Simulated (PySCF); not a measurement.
# Structure from 2D NMR

Compound of formula C5H12FOPSi. Correlations simulated from computed shifts and the bond graph:

HSQC (one-bond C–H):
```tsv
δH	δC
5.11	93.3
2.43	40.8
2.31	20.9
2.01	20.9
1.97	32.7
1.42	40.8
1.00	35.1
0.99	32.7
```

COSY cross peaks (H two or three bonds apart, from the bond graph; peaks can be absent where the dihedral angle is near 90°):
```tsv
δH	δH
7.46	1.97
7.46	1.00
7.46	0.99
5.11	2.43
5.11	1.42
5.11	1.00
4.14	1.00
2.43	2.31
2.43	2.01
2.43	1.42
2.31	2.01
2.31	1.97
2.31	1.42
2.31	0.99
2.01	1.97
2.01	1.42
2.01	0.99
1.97	0.99
```

HMBC (two and three bonds, from the bond graph):
```tsv
δH	δC
7.46	93.3, 35.1, 32.7, 20.9
5.11	40.8, 35.1, 20.9
4.14	93.3, 35.1
2.43	93.3, 35.1, 32.7, 20.9
2.31	93.3, 40.8, 32.7
2.01	93.3, 40.8, 32.7
1.97	40.8, 35.1, 20.9
1.42	93.3, 35.1, 32.7, 20.9
1.00	93.3, 40.8, 32.7
0.99	40.8, 35.1, 20.9
```

- PBE0/pcSseg-1 with gauge-including orbitals
- geometry from GFN2-xTB
- run in PySCF
- rapidly exchanging positions averaged, no relativistic terms, isolated molecule, one computed conformer

Scale: $^{1}$H and $^{13}$C vs TMS (reference shieldings calculated alike).

Exchangeable hydrogens are left out of these lists.

Q: Assemble the structure.

A: `O=[P@@H]1CCC[C@@H](F)[C@@H]1[SiH3]`.

Numbering as in the mapped SMILES `[O:1]=[P@@H:2]1[CH2:3][CH2:4][CH2:5][C@@H:6]([F:7])[C@@H:8]1[SiH3:9]`. Each H is labelled by its parent atom. Ha(C3), Ha(C4), Ha(C5) are cis to O1 on the ring; Hb(C3), Hb(C4), Hb(C5) are trans to O1 on the ring.

δC 93.3 is C6, an sp3 CH bonded to F (δH 5.11). δC 40.8 is C5, an sp3 CH2 in a ring (δH 1.42, 2.43). δC 35.1 is C8, an sp3 CH bonded to P and Si (δH 1.00). δC 32.7 is C3, an sp3 CH2 bonded to P (δH 1.97, 0.99). δC 20.9 is C4, an sp3 CH2 in a ring (δH 2.01, 2.31). COSY links 7.46–1.97, 7.46–1.00, 7.46–0.99, 5.11–2.43, 5.11–1.42, 5.11–1.00.

The shifts were computed for this structure.

Shifts are as computed. Against solution values, carbons near 30 ppm lie about +3 ppm off and those near 130 ppm about +5 ppm. Of 1211 compounds with measured shifts, 218 miss one by over three times the rms of a fit or turn the order of signals round; such compounds aren't used in these exercises.
